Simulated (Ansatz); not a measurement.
One change: `CO[CH2][GaH][OH]` becomes `COC[SiH2]F`.

Ansatz, PBE0-D4/def2-TZVP geometries, multiplicity 1. Each molecule was computed in one conformer, which needn't be the lowest.

Scalar relativity is left out up to krypton.

```json
{"property": "size of the dipole moment (B3LYP/def2-TZVPP) / D", "`CO[CH2][GaH][OH]`": "1.27"}
{"property": "HOMO–LUMO gap (B3LYP/def2-TZVPP) / eV", "`CO[CH2][GaH][OH]`": "5.52"}
{"property": "HOMO energy (B3LYP/def2-TZVPP) / eV", "`CO[CH2][GaH][OH]`": "-6.67"}
{"property": "LUMO energy (PBE0/def2-TZVPP) / eV", "`CO[CH2][GaH][OH]`": "-0.86"}
{"property": "HOMO energy (ωB97M-V/def2-TZVPP) / eV", "`CO[CH2][GaH][OH]`": "-9.14"}
{"property": "LUMO energy (ωB97M-V/def2-TZVPP) / eV", "`CO[CH2][GaH][OH]`": "0.81"}
```

Give the same properties after the change, and the shifts. (Best estimate.)

The calculation gave: 
| property | `COC[SiH2]F` | shift |
| --- | --- | --- |
| size of the dipole moment (B3LYP/def2-TZVPP) / D | 2.35 | 1.08 |
| HOMO–LUMO gap (B3LYP/def2-TZVPP) / eV | 7.07 | 1.55 |
| HOMO energy (B3LYP/def2-TZVPP) / eV | -7.03 | -0.36 |
| LUMO energy (PBE0/def2-TZVPP) / eV | 0.29 | 1.15 |
| HOMO energy (ωB97M-V/def2-TZVPP) / eV | -9.58 | -0.44 |
| LUMO energy (ωB97M-V/def2-TZVPP) / eV | 1.96 | 1.15 |

With PBE0 the HOMO falls by 0.39 eV and the LUMO rises by 1.15 eV, so the gap widens by about 1.54 eV. PBE moves the HOMO by -0.26 eV and ωB97M-V by -0.44 eV. Dipoles are sizes alone; their direction can turn.

B3LYP here is the variant with VWN-RPA as its local correlation; programs differ in this.
